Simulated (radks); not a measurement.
Task: Spherical quantum dot in the effective-mass picture: electrons in a well V = -V0 / (1 + exp((r - R)/a)) with V0 = 6.01, R = 3.33, a = 0.2, with a point charge +1 (a donor) at the centre, all in effective atomic units (hartree* = m*/eps^2 hartree, bohr* = eps/m* bohr), one dielectric constant everywhere. Method: non-relativistic Kohn-Sham, PBEsol, spin-polarised, spherical densities; computed with a radial shooting solver with Libxc functionals. Levels are named by radial order and angular momentum (1s, 1p, 1d, 2s, ...), and open shells are averaged over m. Each electron was tried in the lowest free levels, single moves between levels near the top were tried too, and the lowest total energy was kept; such a search can miss a lower state. The series stops at N = 12: beyond it a trial failed or the search could not be trusted, so later rows were left out. Give the order in which the levels fill up to N = 12, the shell closures and the spin along the way.

Result: Shells are first occupied in the order 1s, 1p, 1d. Open shells at each N (closed shells left out): 1: 1s(up 1, down 0); 2: none; 3: 1p(up 1, down 0); 4: 1p(up 2, down 0); 5: 1p(up 3, down 0); 6: 1p(up 3, down 1); 7: 1p(up 3, down 2); 8: none; 9: 1d(up 1, down 0); 10: 1d(up 2, down 0); 11: 1d(up 3, down 0); 12: 1d(up 4, down 0). All shells are closed at N = 2, 8 (there: 1s2 1p6). Largest 2S: 4, at N = 12.
